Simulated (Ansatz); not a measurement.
Mulliken charges of `B1OCO1` from r2SCAN/def2-TZVPP in Ansatz (PBE0-D4/def2-TZVP geometry).

```tsv
atom	x (Å)	y (Å)	z (Å)	charge (e)
B1	-0.810	0.396	-0.555	0.295
O2	-0.617	0.251	0.805	-0.361
C3	0.629	-0.317	0.409	0.294
O4	0.385	-0.147	-0.985	-0.361
H5	-1.721	0.847	-1.165	0.006
H6	0.712	-1.370	0.690	0.064
H7	1.481	0.271	0.756	0.064
```

Problem. By hand: the dipole of these point charges (1 e Å = 4.8032 D).

Solution. Σ q r = (0.160, -0.079, 0.107) e Å, of length 0.208 e Å = 1.00 D.

Problem. How does the dipole of the full density compare? (Best estimate.)

Solution. Ansatz gave: (0.167, -0.083, 0.112) e Å, 1.04 D; the point charges give 0.96 times that, at 0° from its direction.

Point charges leave out the atoms' own dipoles, such as those of lone pairs, and Mulliken's split depends on the basis, so the close match here is no proof of good charges.
